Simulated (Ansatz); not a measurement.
A CCSD(T) single point on `O[SiH2]/C=C/[SeH]`.

```yaml
crystal:
  periodic: [false, false, false]
  atoms:
    - {symbol: O, position_ang: [-1.834722, 1.609214, 0.721883]}
    - {symbol: Si, position_ang: [-0.565676, 0.637203, 1.130675]}
    - {symbol: C, position_ang: [0.473770, 0.362863, -0.366052]}
    - {symbol: C, position_ang: [0.666785, -0.868135, -0.838689]}
    - {symbol: Se, position_ang: [1.744619, -1.270376, -2.339707]}
    - {symbol: H, position_ang: [-2.242397, 2.117920, 1.423410]}
    - {symbol: H, position_ang: [0.208483, 1.293149, 2.224047]}
    - {symbol: H, position_ang: [-1.022487, -0.698975, 1.607391]}
    - {symbol: H, position_ang: [0.947295, 1.207981, -0.863187]}
    - {symbol: H, position_ang: [0.206249, -1.734294, -0.373915]}
    - {symbol: H, position_ang: [1.483382, -2.713351, -2.305354]}
basis:
  gaussian: {orbitals: def2-TZVPP}
correlation: {method: ccsd_t}
```

```sh
$ ansatz run in.yaml --threads 4 --pin off --events-out ev --progress --plain --max-ram 10444MiB
```

The program prints (abridged):

```
Functional definition: HF
1614 factors; integrals over basis functions are off by at most 1.0e-3 eV
mean field evaluation 1: about -77356.0732 eV, gradient 4.4e1 eV
mean field evaluation 2: about -77356.3800 eV, gradient 4.5e1 eV
mean field evaluation 4: about -77361.0620 eV, gradient 4.2e0 eV
mean field evaluation 8: about -77361.1545 eV, gradient 3.9e-1 eV
mean field evaluation 16: about -77361.1560 eV, gradient 1.5e-6 eV
mean field -77361.15600745 eV, -2842.9700459989 hartree, gradient 1.5e-6 eV, S^2 0.000000; 0 other end points of the search recorded, 0 dependent functions left out
17 core orbitals not correlated: weight in the atoms' cores, before any rotation towards them, 1.000 or more for the frozen orbitals, at most 0.000 for the correlated occupied ones
reference -77361.15600745 eV, -2842.9700459989 hartree; 20, 20 occupied and 230, 230 virtual orbitals, 1614 factors
second order -26.12808237 eV of doubles, -0.00000000 eV of singles
cycle   1  -26.31825502 eV  change   -1.9e-1 eV  update   1.1e-1
cycle   2  -27.01241115 eV  change   -6.9e-1 eV  update   3.4e-2
cycle   3  -27.14199950 eV  change   -1.3e-1 eV  update   1.7e-2
cycle   4  -27.12732734 eV  change    1.5e-2 eV  update   4.2e-3
cycle   5  -27.12806807 eV  change   -7.4e-4 eV  update   2.0e-3
cycle   6  -27.12870340 eV  change   -6.4e-4 eV  update   5.7e-4
cycle   7  -27.12839053 eV  change    3.1e-4 eV  update   2.8e-4
cycle   8  -27.12834361 eV  change    4.7e-5 eV  update   1.1e-4
cycle   9  -27.12836916 eV  change   -2.6e-5 eV  update   4.5e-5
perturbative correction -1.11558113 eV, -0.0409968503 hartree
Total energy: -77389.39995774 eV, -2844.0079920278 hartree
```

Run time 8.7 min (4 threads of an Arm Neoverse N1 on a shared host); peak host memory 6.8 GiB.

Correlation energy per correlated electron: -0.706 eV. T1 diagnostic: 0.0111.
